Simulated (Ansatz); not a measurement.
A run on CH₃F₃GeS (`C[S][Ge]([F])([F])[F]`) with other settings.

```yaml
crystal:
  periodic: [false, false, false]
  atoms:
    - {symbol: C, position_ang: [-0.093021, -1.230945, 0.966228]}
    - {symbol: S, position_ang: [1.329514, -0.414074, 0.171217]}
    - {symbol: Ge, position_ang: [0.234081, 1.109710, -0.896789]}
    - {symbol: F, position_ang: [-0.922106, 0.480827, -1.993061]}
    - {symbol: F, position_ang: [1.281478, 2.113117, -1.795715]}
    - {symbol: F, position_ang: [-0.688488, 2.131573, 0.122411]}
    - {symbol: H, position_ang: [0.335359, -2.043681, 1.551619]}
    - {symbol: H, position_ang: [-0.772770, -1.645254, 0.224147]}
    - {symbol: H, position_ang: [-0.615648, -0.547574, 1.632743]}
basis:
  gaussian: {orbitals: aug-cc-pVDZ, fitting: {mean_field: cc-pVTZ-jkfit}}
total_charge: -1
magnetization: {spin_polarized: true, initial_magnetization: 1}
hamiltonian: {xc: {name: wB97}}
output: {forces: true}
```

```sh
$ ansatz run in.yaml --threads 4 --pin off --events-out ev --progress --plain --max-ram 11315MiB
```

It prints (some lines left out):

```
Functional definition: wB97
734 factors; integrals over basis functions are off by at most 2.5e-1 eV
734 factors; integrals over basis functions are off by at most 1.3e-2 eV
mean field evaluation 1: about -76592.8893 eV, gradient 2.7e1 eV
mean field evaluation 2: about -76594.4741 eV, gradient 2.4e1 eV
mean field evaluation 4: about -76596.7018 eV, gradient 1.7e0 eV
mean field evaluation 8: about -76596.8606 eV, gradient 5.3e-1 eV
mean field evaluation 16: about -76596.9689 eV, gradient 1.4e0 eV
mean field evaluation 32: about -76597.0081 eV, gradient 1.1e0 eV
mean field -76597.10741935 eV, -2814.8917782768 hartree, gradient 8.1e-6 eV, S^2 0.750203; 4 other end points of the search recorded, 0 dependent functions left out
reference -76597.10741717 eV, -2814.8917781967 hartree; 43, 42 occupied and 139, 140 virtual orbitals, 734 factors
Total energy: -76597.10741717 eV, -2814.8917781967 hartree
Atom 0 at    -0.093021    -1.230945     0.966228 Å, force     0.199745    -0.059575     0.023661 eV/Å
Atom 1 at     1.329514    -0.414074     0.171217 Å, force    -0.003216     0.280430    -0.218828 eV/Å
Atom 2 at     0.234081     1.109710    -0.896789 Å, force     0.757145    -1.406383     1.013482 eV/Å
Atom 3 at    -0.922106     0.480827    -1.993061 Å, force    -0.668889    -0.180511    -0.682360 eV/Å
Atom 4 at     1.281478     2.113117    -1.795715 Å, force     0.538998     0.718641    -0.619943 eV/Å
Atom 5 at    -0.688488     2.131573     0.122411 Å, force    -0.546249     0.683318     0.424292 eV/Å
Atom 6 at     0.335359    -2.043681     1.551619 Å, force    -0.038901    -0.098456     0.081936 eV/Å
Atom 7 at    -0.772770    -1.645254     0.224147 Å, force    -0.142861    -0.134080    -0.223781 eV/Å
Atom 8 at    -0.615648    -0.547574     1.632743 Å, force    -0.095772     0.196616     0.201541 eV/Å
Dipole moment:    -0.646265     3.511804    -2.665112 e Å
```

Hardware: 4 threads of an Arm Neoverse V2 on a shared host. Wall time 29 s, peak host memory 0.79 GiB.
